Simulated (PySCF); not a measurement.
**Bromine: a sound run and one with changed settings**

Sound run: Br²⁺ [Ar] 3d10 4s2 4p3, Br³⁺ [Ar] 3d10 4s2 4p2. Computed with PySCF 2.14 in def2-TZVP (6s5p4d1f, 48 functions), with the non-relativistic Hamiltonian (point nucleus). In the sound run the correlated levels freeze [Ar] 3d10. The sound run starts from symmetry-adapted Hartree-Fock orbitals and uses a fine grid where one is needed.

Changed run: the spin-free X2C one-electron Hamiltonian (Gaussian nucleus). This setting is unsound on purpose.

| species | method | sound run (hartree) | changed run (hartree) | converged |
| --- | --- | --- | --- | --- |
| Br²⁺ | UHF | -2571.25806 | -2595.99318 | yes |
| Br²⁺ | BP86 | -2573.14858 | -2597.86865 | yes |
| Br²⁺ | PBE0 | -2572.59039 | -2597.31399 | yes |
| Br²⁺ | MP2 | -2571.33760 | -2596.07203 | yes |
| Br²⁺ | CCSD(T) | -2571.35531 | -2596.08927 | yes |
| Br³⁺ | UHF | -2569.98683 | -2594.71835 | yes |
| Br³⁺ | BP86 | -2571.85629 | -2596.57323 | yes |
| Br³⁺ | PBE0 | -2571.29729 | -2596.01767 | yes |
| Br³⁺ | MP2 | -2570.04713 | -2594.77808 | yes |
| Br³⁺ | CCSD(T) | -2570.06542 | -2594.79578 | yes |

Ionisation energy of Br²⁺:

```csv
method,sound run (eV),changed run (eV)
UHF,34.592,34.690
BP86,35.165,35.250
PBE0,35.187,35.274
MP2,35.115,35.210
SCS-MP2,34.960,35.055
CCSD,35.073,35.172
CCSD(T),35.100,35.198
```

Most of the change in total energy is the relativistic energy itself. On top of that the contraction fixes the core shape for the Hamiltonian it was made with, so the changed run is not a good calculation with the other Hamiltonian either.

For comparison, NIST gives 34.871 ± 0.019 eV between the lowest levels.
